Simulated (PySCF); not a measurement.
[BiF]2+ at several levels of theory

Computed with PySCF 2.14.0 (density fitting, no spin-orbit coupling) at the geometry relaxed with PBE0:

```xyz
2
[BiF]2+ (singlet)
Bi    0.0000    0.0000   -0.1518
F     0.0000    0.0000    1.7858
```

```json
{"level": "PBE0", "basis": "Bi def2-SVP with ECP60, F def2-SVP", "state": "singlet", "HOMO (eV)": "-25.01", "gap (eV)": "6.85", "charge on Bi1 (e)": "2.21", "dipole about the centre of mass (D)": "3.09", "largest force component (eV/Å)": "0.01"}
{"level": "TPSS", "basis": "the same", "state": "singlet", "HOMO (eV)": "-23.42", "gap (eV)": "4.60", "charge on Bi1 (e)": "2.15", "dipole about the centre of mass (D)": "2.67", "largest force component (eV/Å)": "0.73"}
{"level": "PBE", "basis": "the same", "state": "singlet", "HOMO (eV)": "-23.38", "gap (eV)": "4.43", "charge on Bi1 (e)": "2.12", "dipole about the centre of mass (D)": "2.55", "largest force component (eV/Å)": "0.91"}
{"level": "BP86", "basis": "the same", "state": "singlet", "HOMO (eV)": "-23.53", "gap (eV)": "4.44", "charge on Bi1 (e)": "2.12", "dipole about the centre of mass (D)": "2.55", "largest force component (eV/Å)": "0.89"}
{"level": "wB97X", "basis": "the same", "state": "singlet", "HOMO (eV)": "-27.43", "gap (eV)": "11.44", "charge on Bi1 (e)": "2.21", "dipole about the centre of mass (D)": "3.21", "largest force component (eV/Å)": "0.25"}
{"level": "PBE0", "basis": "Bi def2-TZVP with ECP60, F def2-TZVP", "state": "singlet", "HOMO (eV)": "-24.99", "gap (eV)": "6.87", "charge on Bi1 (e)": "2.18", "dipole about the centre of mass (D)": "2.98", "largest force component (eV/Å)": "1.52"}
```

Charges are Mulliken's, which hang on the basis. The relaxation used the grid (50, 194), these runs (75, 302) or, all-electron (x2c bases, spin-free X2C Hamiltonian), (99, 590).

Task: What does PBE0 with Bi x2c-SVPall, F x2c-SVPall give here?

Result: state singlet, HOMO (eV) -25.00, gap (eV) 6.82, charge on Bi1 (e) 2.23, dipole about the centre of mass (D) 3.09, largest force component (eV/Å) 0.27. Time: 6.7 s on 2 threads of AMD EPYC 7R43 64-Core Processor (Zen 3), with other jobs on the host, from free ions and atoms.

In the first row's basis the gap widens with exact exchange: 4.4 to 4.6 eV for PBE, BP86, TPSS (none); 6.9 eV for PBE0 (a fixed share); 11.4 eV for wB97X (rising or full at long range).
